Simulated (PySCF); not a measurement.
A structure optimised at PBE-D3(BJ)/def2-SVP, used in a PySCF frequency run:

```xyz
5

Si     0.0000     0.0000    -0.6202
Br    -1.8229    -1.0524     0.1028
Br     0.0000     2.1049     0.1028
Br     1.8229    -1.0524     0.1028
H      0.0000     0.0000    -2.1121
```

Task: Write its SMILES, formula and point group.

Result: Br[SiH](Br)Br, Br3HSi, C3v

Task: What are its rotational constants (standard atomic weights)?

Result: 0.92096, 0.92096, 0.47586 GHz
